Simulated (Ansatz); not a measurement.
Input and output for `BN(C)CC`.

```yaml
crystal:
  periodic: [false, false, false]
  atoms:
    - {symbol: B, position_ang: [0.042819, -0.216513, 1.634720]}
    - {symbol: N, position_ang: [0.324847, -0.401819, 0.290684]}
    - {symbol: C, position_ang: [1.258705, -1.409044, -0.165291]}
    - {symbol: C, position_ang: [-0.241112, 0.342989, -0.823162]}
    - {symbol: C, position_ang: [-1.224090, 1.427390, -0.453113]}
    - {symbol: H, position_ang: [-0.730996, 0.619999, 1.989927]}
    - {symbol: H, position_ang: [0.599854, -0.920353, 2.428166]}
    - {symbol: H, position_ang: [2.086154, -0.951255, -0.719853]}
    - {symbol: H, position_ang: [1.664220, -1.950809, 0.686808]}
    - {symbol: H, position_ang: [0.766108, -2.122532, -0.836173]}
    - {symbol: H, position_ang: [-0.724615, -0.373738, -1.501138]}
    - {symbol: H, position_ang: [0.588299, 0.780823, -1.395365]}
    - {symbol: H, position_ang: [-1.575637, 1.914444, -1.365326]}
    - {symbol: H, position_ang: [-0.766427, 2.185544, 0.184337]}
    - {symbol: H, position_ang: [-2.090027, 1.024172, 0.074180]}
basis:
  gaussian: {orbitals: pcseg-2}
hamiltonian: {xc: {name: B97}}
accuracy: high
scf: {lower_state_search: full}
output: {forces: true}
```

```sh
$ ansatz run in.yaml --threads 4 --pin off --events-out ev --progress --plain --max-ram 10444MiB
```

It prints (some lines left out):

```
Functional definition: B97
5470 factors; integrals over basis functions are off by at most 2.2e-8 eV
mean field evaluation 1: about -5429.2965 eV, gradient 7.1e1 eV
mean field evaluation 2: about -5429.5255 eV, gradient 7.1e1 eV
mean field evaluation 4: about -5440.4653 eV, gradient 2.2e1 eV
mean field evaluation 8: about -5441.4455 eV, gradient 1.2e0 eV
mean field evaluation 16: about -5441.4490 eV, gradient 2.9e-4 eV
mean field -5441.44901028 eV, -199.9695627813 hartree, gradient 2.7e-8 eV, S^2 0.000000; 0 other end points of the search recorded, 0 dependent functions left out
reference -5441.44901358 eV, -199.9695629025 hartree; 20, 20 occupied and 270, 270 virtual orbitals, 5470 factors
Total energy: -5441.44901358 eV, -199.9695629025 hartree
Atom 0 at     0.042819    -0.216513     1.634720 Å, force    -0.043998     0.028287     0.285728 eV/Å
Atom 1 at     0.324847    -0.401819     0.290684 Å, force    -0.028410     0.015231     0.140881 eV/Å
Atom 2 at     1.258705    -1.409044    -0.165291 Å, force     0.232358    -0.255627    -0.076241 eV/Å
Atom 3 at    -0.241112     0.342989    -0.823162 Å, force     0.037211    -0.013075    -0.308776 eV/Å
Atom 4 at    -1.224090     1.427390    -0.453113 Å, force    -0.205302     0.230367     0.032453 eV/Å
Atom 5 at    -0.730996     0.619999     1.989927 Å, force     0.041888    -0.050575     0.019516 eV/Å
Atom 6 at     0.599854    -0.920353     2.428166 Å, force    -0.029903     0.031971    -0.007077 eV/Å
Atom 7 at     2.086154    -0.951255    -0.719853 Å, force     0.021371    -0.007734    -0.008064 eV/Å
Atom 8 at     1.664220    -1.950809     0.686808 Å, force     0.016571    -0.017192    -0.012070 eV/Å
Atom 9 at     0.766108    -2.122532    -0.836173 Å, force     0.005960    -0.021553    -0.009257 eV/Å
Atom 10 at    -0.724615    -0.373738    -1.501138 Å, force    -0.008362    -0.001916    -0.019693 eV/Å
Atom 11 at     0.588299     0.780823    -1.395365 Å, force     0.004538     0.010756    -0.017969 eV/Å
Atom 12 at    -1.575637     1.914444    -1.365326 Å, force    -0.014224     0.017064    -0.012258 eV/Å
Atom 13 at    -0.766427     2.185544     0.184337 Å, force    -0.009747     0.021847    -0.003266 eV/Å
Atom 14 at    -2.090027     1.024172     0.074180 Å, force    -0.019949     0.012150    -0.003907 eV/Å
Dipole moment:     0.058832    -0.026273    -0.411586 e Å
```

Hardware: 4 threads of an Intel Xeon on a shared host. Wall time 82 s, peak host memory 3 GiB.
